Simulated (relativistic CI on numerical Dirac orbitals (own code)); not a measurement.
## Radial parameters of I28+

Computed by Dirac-Coulomb-Breit CI, KLI orbitals optimised for each configuration, model QED, unscaled Slater integrals (own radial code, finite nucleus).

Slater integrals F^k, G^k are unscaled and averaged over j, outside the closed core [Ne]; ζ comes from projecting the Hamiltonian with its Breit term on Σ l·s of the shell.

- 3s²3p⁶3d⁷: F^2(3d,3d) = 376300, F^4(3d,3d) = 242050, ζ(3d) = 41728 cm⁻¹; <r>(3d) = 0.269, <r^2>(3d) = 0.08446 (bohr units).
- 3s²3p⁵3d⁸: ζ(3p) = 330840, F^2(3d,3d) = 375440, F^4(3d,3d) = 241470, F^2(3p,3d) = 333900, G^1(3p,3d) = 367640, G^3(3p,3d) = 241720, ζ(3d) = 41204 cm⁻¹; <r>(3p) = 0.2972, <r^2>(3p) = 0.1021, <r>(3d) = 0.2695, <r^2>(3d) = 0.08481 (bohr units).
- 3s²3p⁴3d⁹: F^2(3p,3p) = 333470, ζ(3p) = 330570, F^2(3p,3d) = 333470, G^1(3p,3d) = 367560, G^3(3p,3d) = 241550, ζ(3d) = 40686 cm⁻¹; <r>(3p) = 0.2975, <r^2>(3p) = 0.1023, <r>(3d) = 0.27, <r^2>(3d) = 0.08516 (bohr units).

**Question.** Give the Racah parameters of the d shell in 3s²3p⁶3d⁷.

**Answer.** B = F²/49 − 5F⁴/441 = 4935 cm⁻¹ and C = 35F⁴/441 = 19210 cm⁻¹.

Averages of the first 10 configurations, taken without configuration mixing, which lowers the lowest level and can move excited configurations by several eV; other configurations of the list can lie among them:

| Configuration | Parity | States | Average energy above the lowest level (eV) |
| --- | --- | --- | --- |
| 3s²3p⁶3d⁷ | even | 120 | 24.5 |
| 3s²3p⁵3d⁸ | odd | 270 | 276.7 |
| 3s²3p⁴3d⁹ | even | 150 | 534.1 |
| 3s3p⁶3d⁸ | even | 90 | 455.5 |
| 3p⁶3d⁹ | even | 10 | 893.5 |
| 3s3p⁵3d⁹ | odd | 120 | 706.5 |
| 3s²3p⁶3d⁶4s | even | 420 | 682.0 |
| 3s²3p⁶3d⁶4p | odd | 1260 | 746.5 |
| 3s²3p⁶3d⁶4d | even | 2100 | 836.6 |
| 3s²3p⁴3d⁸4s | even | 1350 | 1180.1 |
